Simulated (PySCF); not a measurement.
Telling isomers of C₄H₉ClSi₂ apart by NMR

PySCF calculation with σ from GIAO-PBE0/pcSseg-1 and GFN2-xTB structure; no relativistic terms, fast rotation and ring inversion assumed for equivalent nuclei, single conformer, in vacuum.

Chemical shifts δ = σref − σ; 1H and 13C vs TMS, all at this level. Where no couplings were computed, multiplicities follow the n + 1 count of equivalent neighbours, and m marks all less simple cases (inequivalent or close neighbours, rings, F or P nearby). Shifts are as computed. Against solution values, carbons near 30 ppm lie about +3 ppm off and those near 130 ppm about +5 ppm; carbons on Cl a further +6 ppm (rms about the fit 2.1 ppm; single classes can miss by 10 ppm). Of 1328 compounds with measured shifts, 309 miss one by over three times the rms of a fit or turn the order of signals round; such compounds aren't used in these exercises. Signals without a measured value on file couldn't be tested in this way; 1H shifts scatter by 0.2 ppm about their fit, and single ones miss by 0.5 ppm. Carbons bonded to Cl come out too deshielded.

(1) Tabulate the signals of `C[C@@H](Cl)[SiH2]C#C[SiH3]`, `[SiH3][SiH2][C@H]1C=C(Cl)C1` and their relative energies.

(2) What is the quickest way to tell C[C@@H](Cl)[SiH2]C#C[SiH3] from [SiH3][SiH2][C@H]1C=C(Cl)C1?

## Answers

(1) 
```json
{"SMILES": "C[C@@H](Cl)[SiH2]C#C[SiH3]", "carbon types": "2×C 1×CH 1×CH3", "δC": "116.9, 114.9, 46.9, 24.2", "δH": "4.48 (m, 1H), 4.23 (s, 3H), 4.22 (m, 1H), 3.59 (m, 1H), 1.72 (d, 3H)", "E rel. (kcal/mol)": "0.0"}
{"SMILES": "[SiH3][SiH2][C@H]1C=C(Cl)C1", "carbon types": "1×C 2×CH 1×CH2", "δC": "143.4, 140.9, 43.2, 24.5", "δH": "6.00 (d, 1H), 4.09 (m, 1H), 4.06 (m, 1H), 3.28 (m, 3H), 3.09 (m, 1H), 2.50 (m, 1H), 2.34 (m, 1H)", "E rel. (kcal/mol)": "6.0"}
```

Energies are electronic energies at PBE0/pcSseg-1 on these geometries, without zero-point or thermal terms, each for the one conformer computed, which needn't be the lowest.

(2) Both give the same number of carbon signals, but DEPT or the intensities differ. The first has a methyl carbon (CH3) at 24.2 ppm, the second an alkene CH at 143.4 ppm. Their most deshielded carbons lie at 116.9 and 143.4 ppm. In the proton spectra the most deshielded non-exchanging signals are 4.48 (m, 1H) and 6.00 (d, 1H).
